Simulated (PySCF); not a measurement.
CH3Mg, SMILES [CH3][Mg+], charge +1. Heavy atoms are numbered as in [Mg+:1][CH3:2]. Hydrogens are named by the atom that carries them.

Geometry: PBE0-D3(BJ)/def2-TZVP. The spin state was assumed, not searched. The isomer is the one that the SMILES or the coordinates give; other isomers of the formula were not compared.

Level of theory: PBE/pcSseg-2 run with PySCF.

GIAO shieldings, no solvent; atoms alike by connectivity are averaged. δ = σ(ref) − σ: ¹³C against TMS (σ = 181.4 ppm); ¹H against TMS (σ = 31.47 ppm), references at their B3LYP-D3(BJ)/def2-TZVP geometries, non-relativistic.

**Question.** Estimate the chemical shifts. (The exact figures need the calculation; the answer reports its results.)

**Answer.** 
```tsv
nucleus	atoms	count	δ (ppm)
¹³C	C2 (CH3)	1	15.3
¹H	H on C2	3	2.29
```
